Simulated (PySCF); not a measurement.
PySCF input for Cu(OH)(PH3) (CuH₄OP), SMILES [OH][Cu]<-[PH3], multiplicity 1, IEF-PCM-PBE0/def2-SVP. The structure is a stationary point at PBE0-D3(BJ)/def2-SVP. The multiplicity is an assumed one; no other spin state was optimised. The structure was generated by enumeration; whether it is a known compound was not checked. Other conformers were not sampled.

```python
import numpy as np
from pyscf import gto, scf, dft
from pyscf.solvent import pcm

mol = gto.M(
    atom='''
    Cu    0.21415980    0.11724665    0.36126687
    O     1.06810548    0.55172107    1.86131479
    H     1.59387893    1.35133303    1.76142584
    P    -0.85111494   -0.47849862   -1.40914593
    H    -0.62036484   -1.75362891   -1.99174302
    H    -0.69128385    0.29623426   -2.58796188
    H    -2.27098407   -0.53038051   -1.41178948
    ''',
    basis='def2-SVP',
    charge=0,
    spin=0,
    max_memory=1600,
    verbose=3,
)
mf = dft.RKS(mol, xc='pbe0').density_fit(auxbasis='def2-universal-jkfit')
mf.grids.level = 3
mf.conv_tol = 1e-9
mf.max_cycle = 100
mf.kernel()
res = {}
for name, eps in {'water': 78.355, 'tetrahydrofuran': 7.4257, 'n-hexane': 1.8819}.items():
    s = mf.PCM()
    s.with_solvent.method, s.with_solvent.eps, s.with_solvent.lebedev_order = 'IEF-PCM', eps, 29
    s.kernel(mf.make_rdm1())
    res[name] = (s.e_tot, eps, s.dip_moment(), s.mo_energy, s.converged)
    print(f'{name}: electrostatic solvation free energy {(s.e_tot - mf.e_tot) * 627.509474:.3f} kcal/mol')
```

It prints:

```
converged SCF energy = -2058.64562838957

WARN: PCM is an experimental feature. It is still in testing.
Features and APIs may be changed in the future.

converged SCF energy = -2058.66787394956
Dipole moment(X, Y, Z, Debye): -3.09967, -0.80063, -6.93905
water: electrostatic solvation free energy -13.959 kcal/mol

WARN: PCM is an experimental feature. It is still in testing.
Features and APIs may be changed in the future.

converged SCF energy = -2058.66409356155
Dipole moment(X, Y, Z, Debye): -3.01683, -0.79850, -6.71689
tetrahydrofuran: electrostatic solvation free energy -11.587 kcal/mol

WARN: PCM is an experimental feature. It is still in testing.
Features and APIs may be changed in the future.

converged SCF energy = -2058.65415945648
Dipole moment(X, Y, Z, Debye): -2.75433, -0.73753, -6.11966
n-hexane: electrostatic solvation free energy -5.353 kcal/mol
```

The run converged.
